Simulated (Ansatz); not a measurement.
Reaction (ligand exchange at the Si–C bond): `OC([SiH3])(S)S` + `N1[SiH2]P1` → `[SiH3]N1[SiH2]P1` + `OC(S)S`

Program: Ansatz. Geometries: PBE0-D4/def2-TZVP. ΔE: electronic, gas phase. CBS: MP2 limit from def2 TZ/QZ plus the TZ coupled-cluster correction, frozen cores. DFT in def2-TZVPP. B3LYP here is the variant with VWN-RPA as its local correlation; programs differ in this. HSE06 is defined as in plane-wave codes. One conformer a species, not always the lowest.

```
             level  ΔE (kcal/mol)  difference from CCSD(T)/CBS
         revPBE-D4          -20.7                          2.1
           BLYP-D4          -22.5                          0.3
          B3LYP-D4          -23.8                         -1.0
          HSE06-D4          -22.3                          0.5
      CAM-B3LYP-D4          -24.2                         -1.4
           ωB97X-V          -22.8                          0.0
            B2PLYP          -24.3                         -1.5
            revPBE          -21.7                          1.1
           r2SCAN0          -23.7                         -0.9
             BHLYP          -26.3                         -3.5
           LC-ωPBE          -22.8                          0.0
       HF/def2-SVP          -28.3                         -5.5
      MP2/def2-SVP          -22.8                          0.0
     HF/def2-TZVPP          -29.6                         -6.8
SCS-MP2/def2-TZVPP          -24.5                         -1.7
     MP2/CBS(def2)          -23.1                         -0.3
       CCSD(T)/CBS          -22.8                            0
```

Largest T1 diagnostic among the species: 0.015.

The D4 term adds +0.7 kcal/mol with B3LYP and +0.4 kcal/mol with PBE0; it sums over pairs of atoms, weighted by their polarisabilities, and B3LYP, whose exchange is more repulsive, gets the larger term. Leaving LDA and LC-ωPBE aside and taking each functional with its dispersion term where it has one, the values, not all of them listed here, spread over 5.2 kcal/mol, from BHLYP-D4 to PBE-D4. LDA lies +1.5 kcal/mol from PBE without D4.
